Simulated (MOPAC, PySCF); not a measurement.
C₉H₁₀SSi, SMILES `c12cc(sc2c(ccc1)[SiH3])C`, neutral singlet in the gas phase. 

Cartesian coordinates (Å):
SMILES: Cc1cc2cccc([SiH3])c2s1
```xyz
21

C      3.5989     0.9522     0.5555
C      2.2131     0.4205     0.3731
C      1.8219    -0.8648     0.1362
C      0.3955    -1.0252     0.0116
C     -0.3538    -2.1918    -0.2306
C     -1.7391    -2.1128    -0.3132
C     -2.3991    -0.8802    -0.1575
C     -1.6970     0.3092     0.0852
Si    -2.6035     1.9435     0.2896
C     -0.2945     0.2067     0.1652
S      0.8370     1.5170     0.4573
H      3.8451     1.7117    -0.2050
H      3.7245     1.4262     1.5432
H      4.3305     0.1356     0.4727
H      2.5296    -1.6913     0.0501
H      0.1576    -3.1501    -0.3518
H     -2.3248    -3.0156    -0.5011
H     -3.4897    -0.8529    -0.2282
H     -2.1609     2.9262    -0.7431
H     -2.3246     2.5387     1.6297
H     -4.0665     1.6972     0.1484
```
Charge 0, multiplicity 1.

All levels are single points at this geometry (B3LYP-D3(BJ)/def2-SVP); Pople sets use spherical d functions. Orbital energies aren't observables, and empty levels follow the basis.

| level | HOMO (eV) | LUMO (eV) | gap (eV) | dipole (D) | vertical IE, Delta-SCF (eV) |
|---|---|---|---|---|---|
| B3LYP-D3(BJ)/def2-TZVP in PySCF | -6.15 | -1.13 | 5.02 | 1.75 | 7.86 |
| M06-2X/def2-TZVP in PySCF | -7.36 | -0.21 | 7.14 | 1.65 | 8.16 |
| PBE-D3(BJ)/def2-TZVP in PySCF | -5.45 | -1.80 | 3.65 | 1.80 | 7.75 |
| B3LYP/3-21G in PySCF | -6.00 | -0.75 | 5.25 | 1.75 | – |
| B3LYP/6-311+G** in PySCF | -6.17 | -1.15 | 5.02 | 1.68 | – |
| B3LYP/6-31G* in PySCF | -5.90 | -0.77 | 5.12 | 1.74 | 7.68 |
| B3LYP/LANL2DZ in PySCF | -6.07 | -0.89 | 5.19 | 1.62 | – |
| HF/6-31G* in PySCF | -7.99 | 2.82 | 10.82 | 1.90 | – |
| AM1 in MOPAC | -8.50 | -0.25 | 8.26 | 0.62 | – |
